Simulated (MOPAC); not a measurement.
Protons, H atoms and electrons added to or taken from C=[SiH2]. Gas-phase values, no solvent. Strings in code marks are SMILES.

Quantity: vertical ionisation energy (energy after one electron is removed minus that of the parent at the parent's geometry), in eV.

Case: `C=[SiH2]`. Geometry of `C=[SiH2]` (neutral, multiplicity 1, Å):

```xyz
6

C     -0.9225    -0.0060     0.0158
Si     0.7781     0.0050    -0.0133
H     -1.5020     0.8798     0.2413
H     -1.4979    -0.8992    -0.1900
H      1.5694     1.2157     0.2654
H      1.5750    -1.1954    -0.3192
```

**Question.** Give the vertical ionisation energy (energy after one electron is removed minus that of the parent at the parent's geometry) at the level minus the HOMO energy of PM7 // B3LYP-D3(BJ)/def2-TZVP (MOPAC).

**Answer.** 9.35 eV.
